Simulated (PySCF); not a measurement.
## Electronic structure of Fe³⁺ (iron, charge +3) at the LDA level

Configuration: [Ar] 3d5, high-spin 6S determinant. Computed with PySCF 2.14 in aug-cc-pVTZ with one added diffuse shell each of s, p, d, f, g type (9s8p6d4f3g, 118 functions), with no relativity, point nucleus.

```
Total energy                                     : -1259.120 hartree
One-electron energy                              : -1709.524 hartree
Hartree (Coulomb) energy                         : 502.555 hartree
Exchange-correlation energy                      : -52.151 hartree
Kinetic energy                                   : 1259.43484 hartree
⟨S²⟩                                             : 8.7505
⟨L²⟩                                             : 0.000
Sum of ⟨r⟩                                       : 13.68 bohr
Sum of ⟨r²⟩                                      : 13.17 bohr²
Density at the nucleus (Gaussians lack the cusp) : 11800 bohr⁻³
Spin density at the nucleus                      : 0.380 bohr⁻³
Langevin diamagnetic susceptibility              : -10.4 ×10⁻⁶ cm³/mol
```

```csv
shell,electrons,mean orbital energy (hartree),"rms radius, mean of both spins (bohr)"
1s α,1,-255.59088,0.0685
1s β,1,-255.58841,0.0685
2s α,1,-30.99294,0.294
2s β,1,-30.88696,0.294
2p α,3,-26.97021,0.262
2p β,3,-26.88857,0.262
3s α,1,-4.79804,0.875
3s β,1,-4.58508,0.875
3p α,3,-3.61538,0.923
3p β,3,-3.40676,0.923
3d α,5,-1.67689,1.09
```
